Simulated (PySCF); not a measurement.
Match the calculated data to a structure.

All candidates are C7H12O.

| technique | computed result |
| --- | --- |
| Dipole | 1.26 D [CAM-B3LYP/def2-SVPD] |
| UV, strongest line | among the 6 lowest singlet transitions: S4 at 7.85 eV (158 nm, f = 0.033) [TDDFT CAM-B3LYP/def2-SVPD] |
| UV, first state | lowest singlet excitation: 6.99 eV (177 nm, f = 0.019) [TDDFT CAM-B3LYP/def2-SVPD] |
| Rotational structure | rotational constants A, B, C: 3.993, 1.653, 1.391 GHz [PBE0-D3(BJ)/def2-SVP] |
| Polarisability | 82.1 au [CAM-B3LYP/def2-SVPD] |

The electronic properties come from PySCF, for the isolated species, density fitting. Levels stand in brackets. The structure is a single PBE0-D3(BJ)/def2-SVP conformer in the gas phase; no vibrational or solvent corrections.

Question: Which candidate is it?
A. `CO[C@@H]1C[C@@H]2CC[C@@H]21`
B. `CC[C@@H]1CCC(=O)C1`
C. `O=CC1CCCCC1`
D. `C=CC/C=C\OCC`

Answer: A. It is `CO[C@@H]1C[C@@H]2CC[C@@H]21`. Numbering: `[CH3:1][O:2][C@@H:3]1[CH2:4][C@@H:5]2[CH2:6][CH2:7][C@H:8]12`. Its formula, C7H12O, gives 2 degrees of unsaturation: 2 rings and 0 π bonds in the structure found. The optimised geometry has point group C1 and is an asymmetric top.

The others, at the same levels:
- `CC[C@@H]1CCC(=O)C1` fails: its computed lowest singlet excitation is 4.32 eV (287 nm, f = 0.000) (against 6.99 eV), strongest line among the 6 lowest singlet transitions is S2 at 6.96 eV (178 nm, f = 0.024) (against S4 at 7.85 eV) and smallest rotational constant is 1.022 GHz (against 1.391 GHz).
- `C=CC/C=C\OCC` fails: its computed lowest singlet excitation is 6.15 eV (202 nm, f = 0.142) (against 6.99 eV), static isotropic polarisability is 96.3 au (against 82.1 au) and rotational constant A is 5.570 GHz (against 3.993 GHz).
- `O=CC1CCCCC1` fails: its computed lowest singlet excitation is 4.29 eV (289 nm, f = 0.000) (against 6.99 eV), rotational constant A is 3.009 GHz (against 3.993 GHz) and smallest rotational constant is 1.500 GHz (against 1.391 GHz).

Each candidate is one conformer, not necessarily the lowest. Dipoles, sizes and rotational constants follow the conformer. The torsions of the flexible species, by atom-mapped SMILES:
- `[CH3:1][O:2][C@@H:3]1[CH2:4][C@@H:5]2[CH2:6][CH2:7][C@H:8]12`: C1–O2–C3–C4 176°
- `[CH2:1]=[CH:2][CH2:3]/[CH:4]=[CH:5]\[O:6][CH2:7][CH3:8]`: C1–C2–C3–C4 118°, C2–C3–C4–C5 115°, C4–C5–O6–C7 -174°, C5–O6–C7–C8 -177°

The conformers of `CC[C@@H]1CCC(=O)C1` and `O=CC1CCCCC1` aren't listed.
